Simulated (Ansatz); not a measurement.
H₁₄N₂Si₄Sn, SMILES `[SiH3][N]([SiH3])[SnH2][N]([SiH3])[SiH3]`. Total charge 0; spin multiplicity 1. Sn takes the def2 core potential. Geometry: relaxed with PBE0-D4/def2-TZVP. It is one conformer, not always the lowest.

```xyz
21

Si   -2.711    0.365    1.341
N    -1.150   -0.331    1.095
Si    0.085   -0.183    2.297
Sn   -0.640   -1.229   -0.658
N     0.919   -0.113   -1.336
Si    2.489   -0.789   -1.577
Si    0.646    1.583   -1.541
H    -3.269    0.831    0.043
H    -2.591    1.518    2.275
H    -3.682   -0.602    1.929
H     1.203   -1.093    1.923
H     0.618    1.203    2.395
H    -0.428   -0.571    3.640
H    -1.983   -1.086   -1.692
H    -0.045   -2.799   -0.385
H     3.523    0.233   -1.253
H     2.710   -1.232   -2.983
H     2.667   -1.974   -0.695
H    -0.825    1.817   -1.555
H     1.227    2.063   -2.825
H     1.240    2.390   -0.440
```

(1) What is the dipole moment at ωB97M-V/def2-TZVPP? (An estimate is asked.)

(2) And with PBE, r2SCAN, B3LYP? (An estimate is asked.)

(3) Give the Mulliken charges with ωB97M-V, PBE, r2SCAN in def2-TZVPP. (Best estimate.)

Results:

(1) Ansatz gave: 1.50 D, with components (-0.63, -1.20, -0.64) D in this frame, pointing from negative to positive charge.

(2) Ansatz gave: PBE 1.38 D, r2SCAN 1.44 D, B3LYP 1.42 D.

(3) The calculation gave: 
| atom | ωB97M-V | PBE | r2SCAN |
| --- | --- | --- | --- |
| Si1 | 0.21 | 0.24 | 0.35 |
| N2 | -0.56 | -0.43 | -0.60 |
| Si3 | 0.20 | 0.24 | 0.34 |
| Sn4 | 0.72 | 0.75 | 0.87 |
| N5 | -0.56 | -0.42 | -0.60 |
| Si6 | 0.21 | 0.24 | 0.35 |
| Si7 | 0.20 | 0.24 | 0.34 |
| H8 | -0.03 | -0.05 | -0.07 |
| H9 | -0.02 | -0.05 | -0.07 |
| H10 | -0.04 | -0.06 | -0.08 |
| H11 | -0.03 | -0.06 | -0.08 |
| H12 | -0.02 | -0.05 | -0.07 |
| H13 | -0.02 | -0.06 | -0.07 |
| H14 | -0.05 | -0.09 | -0.09 |
| H15 | -0.05 | -0.09 | -0.09 |
| H16 | -0.02 | -0.05 | -0.07 |
| H17 | -0.04 | -0.06 | -0.08 |
| H18 | -0.03 | -0.05 | -0.07 |
| H19 | -0.03 | -0.06 | -0.07 |
| H20 | -0.02 | -0.06 | -0.07 |
| H21 | -0.02 | -0.05 | -0.07 |

B3LYP here is the variant with VWN-RPA as its local correlation; programs differ in this.
